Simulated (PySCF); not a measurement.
Ge(F)(Cl)2(Br), BrCl₂FGe, SMILES [F][Ge]([Cl])([Cl])[Br] at its PBE0/def2-SVP optimised geometry (Å):

```
5

F      1.2160    -1.0738     0.0000
Ge    -0.5036    -1.0738     0.0000
Cl    -1.1375    -2.1022    -1.7431
Cl    -1.1364    -2.1038     1.7427
Br    -1.2160     1.0738     0.0000
```

Level of theory: PySCF with PBE0/def2-TZVP.

Map of the HOMO amplitude (bohr^(-3/2)) on the plane z = 1.0 Å; orbital energy -9.35 eV, overall sign arbitrary:

```
|1111111111111111111111111111111|
|1111111111111111111111111111111|
|1111111222222211111111111111111|
|1111122222222222111111111111111|
|1111222222222222211111111111111|
|1112222333333222221111111111111|
|1122223344443332222111111111111|
|1122233455554433222111111111111|
|1222234567776543222111111111111|
|1222334678987543222211111111111|
|1222345689997643322211111111111|
|1222345689997643322211111111111|
|1222334678987543322211111111111|
|1222234567776543222111111111111|
|1122233455555433222111111111111|
|1122223344444332222111111111111|
|1112222233333322221111111111111|
|1111122222222222211111111111111|
|1111111111111111111111111111111|
|1111111111111111111111111111111|
|1111111000000011111111111111111|
|1111111000000011111111111111111|
|1111111000000111111111111111111|
|1111111110111111111111111111111|
|1111111112222222111111111111111|
|1111112223333322211111111111111|
|1111122233443322211111111111111|
|1111122233443322211111111111111|
|1111122233333322211111111111111|
|1111122222332222211111111111111|
|1111112222222222111111111111111|
```
Scale: ten equal steps from -0.033 (start of '0') to 0.164 (end of '9'), in the order '0123456789'; x runs from -3.50 to 3.50, y from -3.50 (bottom) to 3.50 (top).
